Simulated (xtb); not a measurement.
Br₂, charge -1, doublet, geometry from GFN2-xTB of the parent state (a state made from the parent by changing its charge; the spin is typed, not shown lowest); GFN2-xTB (xtb 6.7.1).

Here is a job for xtb.
```
$ xtb mol.xyz --gfn 2 --chrg -1 --uhf 1 --json

# file mol.xyz
2

Br    -0.00000000    -0.00000000    -1.14062493
Br     0.00000000     0.00000000     1.14062493
```

It wrote (shortened):

```
   ID    Z sym.   atoms
    1   35 Br     1, 2

           -------------------------------------------------
          |                Calculation Setup                |
           -------------------------------------------------

           -------------------------------------------------
          |                 G F N 2 - x T B                 |
           -------------------------------------------------

          ...................................................
          :                      SETUP                      :
          :.................................................:
          :  # basis functions                  20          :
          :  # atomic orbitals                  18          :
          :  # shells                            6          :
          :  # electrons                        15          :
          :  max. iterations                   250          :
          :  Hamiltonian                  GFN2-xTB          :
          :  restarted?                      false          :
          :  GBSA solvation                  false          :
          :  PC potential                    false          :
          :  electronic temp.          300.0000000     K    :
          :  accuracy                    1.0000000          :
          :  -> integral cutoff          0.2500000E+02      :
          :  -> integral neglect         0.1000000E-07      :
          :  -> SCF convergence          0.1000000E-05 Eh   :
          :  -> wf. convergence          0.1000000E-03 e    :
          :  Broyden damping             0.4000000          :
          :  net charge                         -1          :
          :  unpaired electrons                  1          :
          ...................................................

 iter      E             dE          RMSdq      gap      omega  full diag
   1     -8.3737749 -0.837377E+01  0.185E+01    8.64       0.0  T
   2     -8.3801202 -0.634532E-02  0.967E+00    8.99       1.0  T
   3     -8.3839706 -0.385045E-02  0.359E+00    9.34       1.0  T
   4     -8.3850687 -0.109811E-02  0.274E-01    9.36       1.0  T
   5     -8.3850691 -0.319364E-06  0.134E-01    9.37       1.0  T
   6     -8.3850692 -0.184201E-06  0.141E-03    9.37      50.1  T
   7     -8.3850692 -0.202434E-10  0.676E-04    9.37     104.7  T
   8     -8.3850692 -0.488320E-11  0.987E-07    9.37   71657.3  T

   *** convergence criteria satisfied after 8 iterations ***

[...]
         :: total energy              -8.382779262548 Eh    ::
[...]
        11                          0.2754202               7.4946
        12                          0.2754202               7.4946
        13                          0.2772002               7.5430
        14                          0.2772002               7.5430
        15                          0.3078595               8.3773
        16                          0.3078595               8.3773
        17                          0.3205404               8.7223
        18                          0.9460690              25.7438
      -------------------------------------------------------------
                  HL-Gap            0.3444387 Eh            9.3727 eV
             Fermi-level           -0.0107625 Eh           -0.2929 eV

     #   Z          covCN         q      C6AA      α(0)
     1  35 Br       0.977    -0.500   199.371    22.766
     2  35 Br       0.977    -0.500   199.371    22.766

 Mol. C6AA /au·bohr⁶  :        797.485514
 Mol. C8AA /au·bohr⁸  :      50424.203634
 Mol. α(0) /au        :         45.532568

Wiberg/Mayer (AO) data.
largest (>0.10) Wiberg bond orders for each atom

 ---------------------------------------------------------------------------
     #   Z sym  total        # sym  WBO       # sym  WBO       # sym  WBO
 ---------------------------------------------------------------------------
     1  35 Br   0.929 --     2 Br   0.929
     2  35 Br   0.929 --     1 Br   0.929
 ---------------------------------------------------------------------------

Topologies differ in total number of bonds
Writing topology from bond orders to xtbtopo.mol

molecular dipole:
                 x           y           z       tot (Debye)
 q only:        0.000       0.000       0.000
   full:       -0.000       0.000      -0.000       0.000
molecular quadrupole (traceless):
                xx          xy          yy          xz          yz          zz
 q only:        2.323       0.000       2.323       0.000       0.000      -4.646
  q+dip:        8.272       0.000       8.272       0.000      -0.000     -16.545
   full:        7.394      -0.000       7.394       0.000       0.000     -14.788

           -------------------------------------------------
          | TOTAL ENERGY               -8.382779262548 Eh   |
          | GRADIENT NORM               0.153472160273 Eh/α |
          | HOMO-LUMO GAP               9.372654823987 eV   |
           -------------------------------------------------

normal termination of xtb
```
